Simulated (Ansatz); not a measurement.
Basis sets compared for Si₇Au (the lowest doublet isomer of a short search). Total charge 0; doublet. Geometry PBE0-D4/def2-SVP. Ansatz on 6 threads of Intel Xeon on a shared host; times are rough, and most runs start from earlier orbitals.

Cartesian coordinates in Å:
```
Au -1.014 1.863 0.551
Si 1.011 -0.861 2.005
Si 0.724 -1.142 -0.436
Si -0.748 0.517 -1.562
Si 1.657 0.596 -1.767
Si -1.703 -1.516 -0.761
Si -1.293 -0.482 1.381
Si 1.366 1.025 0.589
```

In the def2 sets Au takes a core potential; there is no spin–orbit coupling. The structure comes from a short search, and lower isomers may exist.

Binding counts from free atoms (Au doublet, Si triplet) in the same basis, without a counterpoise term.

```json
{"level": "PBE-D4/def2-SVP", "functions": "158", "energy (Eh)": "-2160.6360", "HOMO (eV)": "-4.61", "LUMO (eV)": "-4.17", "binding per atom (eV)": "3.49", "wall time": "3.7 s"}
{"level": "PBE0-D4/def2-SVP", "functions": "158", "energy (Eh)": "-2160.7363", "HOMO (eV)": "-5.38", "LUMO (eV)": "-3.66", "binding per atom (eV)": "3.32", "wall time": "6.5 s"}
```

Estimate the rows for PBE-D4/def2-TZVP, PBE0-D4/def2-TZVP (with forces).


```json
{"level": "PBE-D4/def2-TZVP", "functions": "299", "energy (Eh)": "-2161.3520", "HOMO (eV)": "-4.51", "LUMO (eV)": "-4.07", "binding per atom (eV)": "3.56", "wall time": "8.5 s"}
{"level": "PBE0-D4/def2-TZVP (with forces)", "functions": "299", "energy (Eh)": "-2161.4477", "HOMO (eV)": "-5.25", "LUMO (eV)": "-3.52", "binding per atom (eV)": "3.40", "wall time": "35 s"}
```
